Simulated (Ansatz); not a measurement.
Consider the substitution at a C–Si bond: `C[SiH2]C1C=N1` + `C=NC(=N)O` → `C=N/C(O)=N\C` + `[SiH3]C1C=N1`.

Calculated with Ansatz (gas phase, PBE0-D4/def2-TZVP geometries, no zero-point term in ΔE). CCSD(T)/CBS adds triple-zeta CCSD(T) − MP2 to the extrapolated MP2 energy (def2 sets, frozen cores). DFT in def2-TZVPP. One conformer a species, not always the lowest.

`C[SiH2]C1C=N1`:

```xyz
12

C     1.230   -0.763    1.281
Si   -0.238   -0.818    0.127
C    -0.780    0.905   -0.357
C    -0.925    1.344   -1.734
N     0.168    1.730   -1.290
H     1.560   -1.770    1.546
H     0.978   -0.234    2.203
H     2.064   -0.240    0.807
H    -1.383   -1.511    0.786
H     0.105   -1.555   -1.122
H    -1.274    1.515    0.402
H    -1.505    1.396   -2.647
```

`C=NC(=N)O`:

```xyz
9

C     0.385   -0.542   -1.463
N    -0.405    0.201   -0.810
C    -0.248    0.291    0.582
N    -0.978    1.010    1.320
O     0.746   -0.444    1.111
H     1.188   -1.122   -1.005
H     0.254   -0.604   -2.542
H    -1.667    1.486    0.745
H     0.725   -0.277    2.062
```

`C=N/C(O)=N\C`:

```xyz
12

C     0.863   -0.835   -1.845
N     0.081   -0.591   -0.881
C     0.488    0.308    0.109
O     1.729    0.823   -0.043
N    -0.207    0.655    1.101
C    -1.530    0.127    1.294
H     1.850   -0.382   -1.956
H     0.531   -1.538   -2.608
H     1.855    1.415    0.709
H    -1.835   -0.591    0.530
H    -1.581   -0.348    2.278
H    -2.243    0.957    1.312
```

`[SiH3]C1C=N1`:

Z-matrix (Å, degrees):
```
Si
C 1 1.869
H 1 1.489 2 109.8
H 1 1.486 2 108.9 3 119.8
H 1 1.487 2 110.8 3 -119.6
C 2 1.453 1 123.5 3 -104.8
N 2 1.561 1 118.4 3 -161.7
H 2 1.091 1 117.3 3 56.3
H 6 1.083 2 150.3 1 80.3
```

| species | revPBE-D4 energy (Eh) |
| --- | --- |
| `C[SiH2]C1C=N1` | -462.69530 |
| `C=NC(=N)O` | -263.37383 |
| `C=N/C(O)=N\C` | -302.68720 |
| `[SiH3]C1C=N1` | -423.35616 |

Task: Work out ΔE.

Result: ΔE = (-302.68720) + (-423.35616) − (-462.69530) − (-263.37383) = 0.02577 Eh = +16.2 kcal/mol. CCSD(T)/CBS gives +17.8 kcal/mol.

Largest T1 diagnostic among the species: 0.015.

Leaving LDA and LC-ωPBE aside and taking each functional with its dispersion term where it has one, the values, not all of them listed here, spread over 2.3 kcal/mol, from BLYP-D4 to ωB97M-V. LDA lies −1.5 kcal/mol from PBE without D4. From BLYP to BHLYP (50 % exact exchange), in def2-TZVPP and without D4, ΔE moves by +1.0 kcal/mol. At CCSD(T), def2-SVP lies −4.4 kcal/mol from the extrapolated value and def2-TZVPP −0.4 kcal/mol.
